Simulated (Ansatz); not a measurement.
Geometry optimisation, Ansatz 0.2.0, DFT PBEsol, scalar-relativistic, plane waves, PAW.

Input file:

```yaml
accuracy: low
crystal:
  lattice:
    - [0.0, 5.43, 5.43]
    - [5.43, 0.0, 5.43]
    - [5.43, 5.43, 0.0]
  atoms:
    - { symbol: Si, position: [0.0, 0.0, 0.0] }
    - { symbol: Si, position: [0.125, 0.125, 0.125] }
    - { symbol: Si, position: [0.0, 0.0, 0.5] }
    - { symbol: Si, position: [0.125, 0.125, 0.625] }
    - { symbol: Si, position: [0.0, 0.5, 0.0] }
    - { symbol: Si, position: [0.125, 0.625, 0.125] }
    - { symbol: Si, position: [0.0, 0.5, 0.5] }
    - { symbol: Si, position: [0.125, 0.625, 0.625] }
    - { symbol: Si, position: [0.5, 0.0, 0.0] }
    - { symbol: Si, position: [0.625, 0.125, 0.125] }
    - { symbol: Si, position: [0.5, 0.0, 0.5] }
    - { symbol: Si, position: [0.625, 0.125, 0.625] }
    - { symbol: Si, position: [0.5, 0.5, 0.0] }
    - { symbol: Si, position: [0.625, 0.625, 0.125] }
    - { symbol: Si, position: [0.5, 0.5, 0.5] }
    - { symbol: Si, position: [0.625, 0.625, 0.625] }
    - { symbol: Li, position: [0.8141659, 0.3132878, 0.8122078], spin: 1.0 }
magnetization:
  spin_polarized: true
basis:
  ecutwfc: 420.0
kpoints:
  mp_grid: { grid: [2, 2, 2] }
hamiltonian:
  xc: pbesol
scf:
  occupations: { method: fermi_dirac, width: 0.05 }
  lower_state_search: "off"
relax:
  f_tol: 0.08
  max_steps: 25
  adjacent_minimum: "off"
```

Command:

```bash
$ ansatz run input.yaml --threads 1 --pin off --max-ram 3072MiB --backend cpu --events-out ev --progress --plain --runs-dir out
```

Q: Where does it end, and by what steps?

A: It converged. The threshold is loose, so the end isn't yet a minimum. The force dipped under the threshold on the way, but the program's further checks kept it going. Limits of this set-up: coarse k mesh, low accuracy level. After 10 steps the energy has fallen by 0.896 eV; Li17 moved furthest, 1.03 Å. Joined: Si5–Li17.

```tsv
step	energy less start (eV)	largest force component (eV/Å)	accepted
0	0.0000	1.310	yes
1	-0.3308	0.449	yes
2	-0.3933	0.053	yes
3	-0.3933	0.053	yes
4	-0.3971	0.063	yes
5	-0.4403	0.241	yes
6	-0.5408	0.311	yes
7	-0.6746	0.274	yes
8	-0.8149	0.187	yes
9	-0.8964	0.047	yes
10	-0.8964	0.047	yes
```

```xyz
17
Lattice="0.0000 5.4300 5.4300 5.4300 0.0000 5.4300 5.4300 5.4300 0.0000" Properties=species:S:1:pos:R:3
Si -0.077 -0.001 -0.076
Si 1.310 1.338 1.311
Si 2.690 2.676 -0.039
Si 4.017 4.045 1.331
Si 2.684 -0.031 2.684
Si 4.012 1.297 4.012
Si 5.354 2.639 2.715
Si 6.741 4.026 4.053
Si -0.040 2.676 2.690
Si 1.330 4.045 4.017
Si 2.708 5.423 2.708
Si 4.054 6.769 4.054
Si 2.714 2.638 5.354
Si 4.052 4.026 6.741
Si 5.390 5.405 5.391
Si 6.760 6.732 6.761
Li 6.714 9.429 6.714
```

Time of the run: 2.6 min on 1 thread of Arm Neoverse V1, on a shared host, peak memory 0.69 GiB.
